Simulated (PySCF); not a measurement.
Compound: C4H4Cl2O3.
Structure used (GFN2-xTB), in Å, numbered top down from 1:
```xyz
13
C4H4Cl2O3 angstrom
O      2.2975   -0.3492   -2.0154
C      1.5829   -0.2389   -1.0812
O      1.4458   -1.1394   -0.1003
C      0.5271   -0.6887    0.8718
C     -0.0239    0.6236    0.2744
C     -1.4873    0.5248   -0.1744
Cl    -2.5177    0.3583    1.2572
Cl    -1.7122   -0.8615   -1.2666
O      0.7951    0.8430   -0.8492
H      1.0545   -0.5272    1.8161
H     -0.2502   -1.4443    1.0073
H      0.0730    1.4754    0.9570
H     -1.7892    1.4245   -0.7145
```

Method used: PySCF, TDDFT PBE0/def2-SVPD, vertical, gas phase, core orbitals frozen in the response.

| state | E (eV) | λ (nm) | f | \|μ\| (D) | main configurations (H = HOMO, L = LUMO) |
| --- | --- | --- | --- | --- | --- |
| S1 | 7.00 | 177.0 | 0.0018 | 0.26 | H-1→L (79%), H-2→L (9%) |
| S2 | 7.11 | 174.3 | 0.0007 | 0.17 | H→L+3 (47%), H→L (19%), H→L+1 (11%) |
| S3 | 7.18 | 172.6 | 0.020 | 0.86 | H-3→L (62%), H-2→L (20%) |
| S4 | 7.47 | 166.0 | 0.0043 | 0.39 | H-1→L+1 (48%), H-5→L (29%) |
| S5 | 7.56 | 164.0 | 0.0040 | 0.37 | H→L (38%), H-2→L (18%), H-4→L (9%) |
| S6 | 7.62 | 162.6 | 0.0020 | 0.26 | H→L (37%), H-2→L (12%), H-4→L (11%) |

Triplets (Tamm–Dancoff): T1 6.36 eV, H-3→L (56%), H-1→L (26%); T2 6.44 eV, H-1→L (41%), H-2→L (16%), H-3→L (15%).

The lowest singlet lies at 7.00 eV (177 nm, vacuum ultraviolet) and is very weak; its leading configuration is HOMO-1→LUMO (79%). The strongest level in the table is S3 at 7.18 eV (173 nm, f = 0.020). Löwdin shares by element: HOMO oxygen 84%, carbon 10% or more; LUMO chlorine 64%, carbon 26% or more. Weighted by f, the mean energy of these states is 7.28 eV. Orbital energies (eV): HOMO-3 -9.43, HOMO-2 -9.31, HOMO-1 -9.22, HOMO -9.03, LUMO -0.68, LUMO+1 -0.20, LUMO+2 0.23. The oscillator strengths of these states sum to 0.033; summed over the whole spectrum of an exact calculation they would give the number of electrons, 86 (Thomas–Reiche–Kuhn). Singlets were solved by full linear response, triplets in the Tamm–Dancoff approximation.

One conformer stands for the species.
